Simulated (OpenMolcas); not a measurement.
## CH6GeO (SMILES C[O][GeH3]): methods side by side

CH6GeO: 9 atoms, total charge 0, spin state singlet. SMILES: `C[O][GeH3]`. The coordinates come from a PBE0-D4/def2-TZVP relaxation.

Quantity: the vertical ionisation energy (to the doublet cation), in eV. The values are calculated.

| level | kind | program | value (eV) | CPU time (all runs) |
| --- | --- | --- | --- | --- |
| HF/cc-pVDZ | Hartree–Fock | OpenMolcas | 8.96 | 15 s |
| BLYP/cc-pVDZ | GGA | OpenMolcas | 9.46 | 77 s |
| revPBE/cc-pVDZ | GGA | OpenMolcas | 9.55 | 78 s |
| M06-L/cc-pVDZ | meta-GGA | OpenMolcas | 9.69 | 2 min |
| TPSS/cc-pVDZ | meta-GGA | OpenMolcas | 9.65 | 1.9 min |
| r2SCAN/cc-pVDZ | meta-GGA | OpenMolcas | 9.72 | 1.8 min |
| M06-2X/cc-pVDZ | hybrid meta-GGA | OpenMolcas | 10.16 | 1.8 min |
| PBE0/cc-pVDZ | global hybrid | OpenMolcas | 9.85 | 72 s |

All-electron rows without a relativistic Hamiltonian named are non-relativistic. The values span 8.96 to 10.16 eV. CPU times are rough (shared hosts, several kinds of processor): they show what a rung costs within a factor of a few.
